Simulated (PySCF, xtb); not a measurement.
B2H4O, SMILES BOB.

GFN2-xTB run with xtb 6.7.1 at its own geometry gives an orbital gap of 5.77 eV and a dipole moment of 0.00 D.

Geometry optimised at B3LYP-D3(BJ)/def2-TZVP.

### Question
What does PBE/def2-TZVPD run with PySCF give? (The exact figures need the calculation; the answer reports its results.)

### Answer
gap 5.68 eV (levels -7.52 and -1.84 eV), dipole 0.00 D.
